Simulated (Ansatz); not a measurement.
Relaxation of CH5BClN (9 atoms, charge 0, multiplicity 1), to a largest force component of 0.02 eV/Å in at most 40 steps.

Computed with Ansatz, RKS PBE-D4/6-31G.

```xyz
9
Properties=species:S:1:pos:R:3
B 0.000 0.000 0.000
C 0.000 0.000 1.600
H -1.000 -0.309 1.970
H 0.768 -0.711 1.970
H 0.232 1.020 1.970
Cl 1.611 0.000 -0.930
N -1.342 0.000 -0.775
H -2.011 -0.816 -0.676
H -1.591 0.816 -1.404
```

Question: Where does it end, and by what steps?

Answer: The run converged. Limits of this set-up: no polarisation functions. After 7 steps the energy has fallen by 1.246 eV; H9 moved furthest, 0.87 Å.

| step | energy less start (eV) | largest force component (eV/Å) | accepted |
| --- | --- | --- | --- |
| 0 | 0.0000 | 2.766 | yes |
| 1 | -0.5399 | 1.453 | yes |
| 2 | -0.9089 | 0.943 | yes |
| 3 | -1.1086 | 0.556 | yes |
| 4 | -1.2201 | 0.329 | yes |
| 5 | -1.2448 | 0.102 | yes |
| 6 | -1.2460 | 0.042 | yes |
| 7 | -1.2462 | 0.013 | yes |

```xyz
9
Properties=species:S:1:pos:R:3
B -0.097 0.096 0.014
C -0.026 -0.071 1.571
H -1.003 -0.323 2.019
H 0.694 -0.864 1.848
H 0.341 0.858 2.047
Cl 1.459 0.487 -0.916
N -1.262 -0.029 -0.756
H -2.163 -0.242 -0.333
H -1.276 0.088 -1.767
```

Run time: 21 s on 1 thread of Arm Neoverse V1 (shared host), peak memory 0.15 GiB.
